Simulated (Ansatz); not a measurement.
Program: Ansatz. Geometries: PBE0-D4/def2-TZVP. ΔE: electronic, gas phase. CCSD(T)/CBS adds triple-zeta CCSD(T) − MP2 to the extrapolated MP2 energy (def2 sets, frozen cores). Functionals use def2-TZVPP. B3LYP here is the variant with VWN-RPA as its local correlation; programs differ in this. Elements past krypton have def2 core potentials. For Te outer-core shells are correlated without core-valence functions, which leaves a few kJ/mol of doubt a bond. One conformer a species, not always the lowest.

`N=C(S)N[SiH2]F` + H₂Te → `N=C(S)[TeH]` + `N[SiH2]F`  (substitution at a C–N bond)

`N=C(S)N[SiH2]F`:

```xyz
11

N    -1.488   -0.060    0.165
C    -0.416   -0.684    0.414
S    -0.210   -2.281    1.184
N     0.785   -0.135    0.036
Si    0.836    1.319   -0.907
F     0.428    2.606   -0.063
H    -2.329   -0.574    0.391
H    -1.449   -2.342    1.691
H     1.620   -0.540    0.426
H    -0.044    1.222   -2.081
H     2.267    1.468   -1.258
```

H₂Te:

Z-matrix (Å, degrees):
```
Te
H 1 1.656
H 1 1.656 2 90.4
```

`N=C(S)[TeH]`:

```xyz
7

N    -1.221   -0.565    1.145
C    -0.351   -0.165    0.331
S     0.009    1.540    0.025
Te    0.692   -1.695   -0.706
H    -1.674    0.187    1.663
H     1.152    1.369   -0.653
H     1.393   -0.670   -1.805
```

`N[SiH2]F`:

```xyz
7

N    -0.741   -0.732   -0.115
Si    0.371    0.533    0.078
F     1.910    0.077    0.082
H    -0.919   -1.152   -1.012
H    -0.982   -1.349    0.642
H     0.134    1.165    1.394
H     0.228    1.457   -1.069
```

| level | ΔE (kcal/mol) |
| --- | --- |
| r2SCAN | 5.1 |
| B3LYP | 4.3 |

Task: What does CCSD(T)/CBS give? (Estimate.)

Result: The calculation gave: +2.8 kcal/mol. The listed levels differ from it by 2.3, 1.5 kcal/mol.

Largest T1 diagnostic among the species: 0.014.

From PBE to PBE0 (25 % exact exchange), in def2-TZVPP and without D4, ΔE moves by +1.7 kcal/mol. In def2-TZVPP, CCSD(T) changes the Hartree–Fock value by −3.8 kcal/mol (the triples alone add −0.7 kcal/mol) and MP2 by −5.4 kcal/mol.
